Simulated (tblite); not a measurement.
Species: C₂H₁₁BrO₂Si₃.
Numbering: `[OH:1][CH2:2][C@H:3]([Br:4])[SiH2:5][SiH2:6][O:7][SiH3:8]` (hydrogens: H9 on O1; H10, H11 on C2; H12 on C3; H13, H14 on Si5; H15, H16 on Si6; H17, H18, H19 on Si8)

Computed with GFN2-xTB (tblite), gas phase: L-BFGS steps from a force-field or distance-geometry start until the largest atomic force falls under 0.01 eV/Å.

Step 45: E = -745.4825 eV
```
atom  x, y, z in Å  |  force x, y, z in eV/Å
O1     -2.1375   -0.4008    1.2319    0.040   0.021   0.037
C2     -2.8374   -0.1917    0.0225    0.036   0.021   0.002
C3     -1.9623    0.7168   -0.8120    0.043  -0.019   0.014
Br4    -2.7364    0.8670   -2.5901   -0.029  -0.008  -0.030
Si5    -0.1789    0.0099   -0.9489   -0.020   0.015   0.030
Si6     0.8425   -0.2200    1.0964   -0.005  -0.014   0.027
O7      2.4269   -0.3301    0.7392   -0.012  -0.034   0.015
Si8     3.8785   -0.0212    0.1012   -0.015   0.021  -0.004
H9     -2.6457   -0.9799    1.8082   -0.014  -0.005  -0.014
H10    -2.9898   -1.1470   -0.5016   -0.015   0.050  -0.005
H11    -3.8218    0.2611    0.2131   -0.008  -0.027  -0.001
H12    -1.9778    1.7286   -0.4074   -0.006  -0.028   0.028
H13     0.4516    0.9113   -1.9300    0.004   0.032  -0.032
H14    -0.3878   -1.2436   -1.6990    0.001  -0.034  -0.028
H15     0.5826   -1.4753    1.8078    0.005  -0.014  -0.007
H16     0.7323    0.8884    2.0529   -0.036   0.015  -0.036
H17     4.7071   -1.1744    0.4389   -0.017   0.006   0.010
H18     4.3506    1.2187    0.7108    0.041   0.013   0.010
H19     3.6934    0.1336   -1.3413    0.007  -0.010  -0.015
```

Step 46: E = -745.4831 eV
```
atom  x, y, z in Å  |  force x, y, z in eV/Å
O1     -2.1269   -0.4026    1.2277    0.012   0.003   0.027
C2     -2.8355   -0.1882    0.0231    0.019   0.011   0.041
C3     -1.9646    0.7196   -0.8165    0.056  -0.029   0.060
Br4    -2.7398    0.8570   -2.5921   -0.039   0.003  -0.059
Si5    -0.1805    0.0128   -0.9486   -0.006   0.006   0.003
Si6     0.8393   -0.2198    1.0979   -0.010  -0.014   0.002
O7      2.4246   -0.3220    0.7426    0.003  -0.023   0.011
Si8     3.8775   -0.0209    0.1035   -0.015   0.016  -0.001
H9     -2.6280   -0.9890    1.8040   -0.001   0.019  -0.040
H10    -2.9967   -1.1416   -0.5019   -0.003   0.051   0.001
H11    -3.8175    0.2665    0.2242    0.002  -0.026  -0.006
H12    -1.9817    1.7327   -0.4143   -0.004  -0.035   0.014
H13     0.4490    0.9128   -1.9338   -0.003   0.018  -0.014
H14    -0.3870   -1.2437   -1.6973    0.001  -0.012  -0.016
H15     0.5837   -1.4792    1.8032    0.002  -0.018  -0.004
H16     0.7219    0.8844    2.0571   -0.034   0.023  -0.026
H17     4.6989   -1.1787    0.4449   -0.018   0.013   0.005
H18     4.3599    1.2179    0.7085    0.031   0.004   0.011
H19     3.6936    0.1329   -1.3397    0.005  -0.013  -0.008
```

Step 47: E = -745.4838 eV
```
atom  x, y, z in Å  |  force x, y, z in eV/Å
O1     -2.1272   -0.4012    1.2294    0.043   0.011   0.031
C2     -2.8341   -0.1864    0.0247    0.013   0.000   0.034
C3     -1.9633    0.7194   -0.8164    0.046  -0.036   0.069
Br4    -2.7410    0.8536   -2.5902   -0.041   0.011  -0.069
Si5    -0.1797    0.0137   -0.9499    0.017  -0.010  -0.029
Si6     0.8392   -0.2206    1.0974   -0.024  -0.008  -0.030
O7      2.4250   -0.3229    0.7461    0.003  -0.018   0.012
Si8     3.8764   -0.0202    0.1052    0.005   0.020  -0.013
H9     -2.6266   -0.9926    1.8010   -0.011   0.005  -0.018
H10    -2.9992   -1.1392   -0.4987    0.009   0.026  -0.015
H11    -3.8151    0.2681    0.2258   -0.026   0.001  -0.002
H12    -1.9805    1.7317   -0.4132   -0.001  -0.017   0.006
H13     0.4466    0.9147   -1.9388   -0.011   0.002   0.009
H14    -0.3837   -1.2445   -1.7002    0.000   0.014   0.000
H15     0.5821   -1.4797    1.7998   -0.001  -0.035   0.009
H16     0.7190    0.8841    2.0533   -0.034   0.040  -0.006
H17     4.6965   -1.1781    0.4477   -0.012   0.007   0.004
H18     4.3643    1.2181    0.7075    0.020   0.001   0.012
H19     3.6914    0.1333   -1.3381    0.004  -0.014  -0.002
```

Task: Estimate the geometry and energy of step 48. (The exact step hangs on the optimiser's Hessian estimate; all steps are aligned on step 47, rigid shifts and turns removed.)

Result: E = -745.4845 eV, largest force 0.070 eV/Å
```
atom  x, y, z in Å  |  force x, y, z in eV/Å
O1     -2.1228   -0.4005    1.2299    0.025  -0.004   0.023
C2     -2.8325   -0.1840    0.0270   -0.001  -0.007   0.035
C3     -1.9621    0.7191   -0.8164    0.011  -0.020   0.039
Br4    -2.7441    0.8482   -2.5915   -0.026   0.013  -0.040
Si5    -0.1793    0.0150   -0.9513    0.038  -0.025  -0.053
Si6     0.8376   -0.2208    1.0971   -0.022  -0.003  -0.040
O7      2.4245   -0.3207    0.7499    0.008  -0.007   0.009
Si8     3.8755   -0.0192    0.1069    0.008   0.014  -0.008
H9     -2.6196   -0.9984    1.7971   -0.003   0.009  -0.009
H10    -3.0034   -1.1350   -0.4971    0.024   0.008  -0.011
H11    -3.8127    0.2712    0.2311   -0.018   0.013   0.001
H12    -1.9811    1.7319   -0.4152    0.007  -0.006   0.000
H13     0.4445    0.9166   -1.9430   -0.017  -0.010   0.024
H14    -0.3814   -1.2451   -1.7014    0.000   0.032   0.009
H15     0.5806   -1.4820    1.7954   -0.002  -0.036   0.013
H16     0.7129    0.8835    2.0527   -0.032   0.038  -0.002
H17     4.6925   -1.1789    0.4511   -0.009   0.007   0.001
H18     4.3709    1.2179    0.7068    0.008  -0.005   0.010
H19     3.6903    0.1325   -1.3368    0.002  -0.013   0.001
```

The energy changes by -0.0007 eV. The first-order estimate −F·Δx gives -0.0009 eV and the mean of the old and new forces, exact on a quadratic surface, -0.0007 eV. The step makes an angle of 76° with the force vector and moves no atom by more than 0.010 Å.

What follows is the cost of the whole relaxation. Time: 6.2 s wall, 5.4 s CPU. Hardware: one thread of an Intel Xeon at 2.50 GHz, no GPU (shared host).
